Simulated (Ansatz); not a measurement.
A nudged elastic band was laid between two geometries of CH4BrFOSi (9 atoms, charge 0, multiplicity 1).

All numbers below come from RKS PBE-D4/def2-SVP (Ansatz).

| Item | Value |
| --- | --- |
| movable images | 5 |
| climbing image | yes |
| spring | 5.0 eV/Å² |
| optimiser | quadratic models (default) |
| start path | through a guess of the saddle point |
| force threshold | 0.03 eV/Å |
| iteration limit | 60 |
| end points | relaxed |

Initial state:

```xyz
9
Properties=species:S:1:pos:R:3
O 0.199 1.606 -0.377
C 0.496 0.264 -0.441
Br 0.030 -0.561 -2.249
Si -0.578 -0.650 0.845
F -0.178 -2.236 0.816
H 0.816 2.103 -0.950
H 1.580 0.026 -0.367
H -2.021 -0.476 0.493
H -0.256 -0.122 2.213
```

Final state:

```xyz
9
Properties=species:S:1:pos:R:3
O 0.994 1.370 -0.018
C 0.422 0.238 -0.527
Br -1.111 0.639 -1.864
Si -0.574 -0.726 0.778
F 0.445 -1.232 1.964
H 1.562 1.784 -0.697
H 1.092 -0.380 -1.163
H -1.161 -1.937 0.128
H -1.581 0.198 1.382
```

**Question.** What changes between the two ends?

**Answer.** No bond is made or broken. The dihedral H7–C2–Si4–H8 goes from -169 to -46°.

**Question.** What energy profile does the band end with?

**Answer.** The run converged. The highest image is number 3 of 0 to 6, 8.2 kJ/mol above the first end and 15.0 kJ/mol above the last; the last end lies 6.8 kJ/mol below the first. A vibrational analysis at the climbing image gives one clearly imaginary mode, 70i cm⁻¹: a first-order saddle point.

```json
{"image": "0", "path coordinate (Å)": "0.00", "energy (kJ/mol)": "0.0", "dihedral H7–C2–Si4–H8 (°)": "-169"}
{"image": "1", "path coordinate (Å)": "0.61", "energy (kJ/mol)": "2.0", "dihedral H7–C2–Si4–H8 (°)": "-150"}
{"image": "2", "path coordinate (Å)": "1.21", "energy (kJ/mol)": "6.1", "dihedral H7–C2–Si4–H8 (°)": "-131"}
{"image": "3", "path coordinate (Å)": "1.82", "energy (kJ/mol)": "8.2", "dihedral H7–C2–Si4–H8 (°)": "-113"}
{"image": "4", "path coordinate (Å)": "2.52", "energy (kJ/mol)": "4.8", "dihedral H7–C2–Si4–H8 (°)": "-91"}
{"image": "5", "path coordinate (Å)": "3.22", "energy (kJ/mol)": "-2.4", "dihedral H7–C2–Si4–H8 (°)": "-69"}
{"image": "6", "path coordinate (Å)": "3.92", "energy (kJ/mol)": "-6.8", "dihedral H7–C2–Si4–H8 (°)": "-46"}
```

**Question.** What is the geometry of the highest image?

**Answer.** 
```xyz
9
Properties=species:S:1:pos:R:3
O 0.607 1.555 -0.147
C 0.419 0.243 -0.516
Br -0.581 0.070 -2.291
Si -0.599 -0.675 0.831
F 0.329 -1.935 1.329
H 1.240 1.972 -0.764
H 1.357 -0.307 -0.750
H -1.883 -1.225 0.302
H -0.802 0.257 1.989
```

**Question.** What are the harmonic wavenumbers there?

**Answer.** 70i, 152, 183, 265, 306, 440, 533, 603, 692, 698, 832, 877, 928, 1049, 1134, 1194, 1353, 2192, 2224, 2981, 3656 cm⁻¹.

Time of the run: 56 s on 2 threads of Intel(R) Xeon(R) Platinum 8488C (Sapphire Rapids) (shared host), peak memory 0.19 GiB.
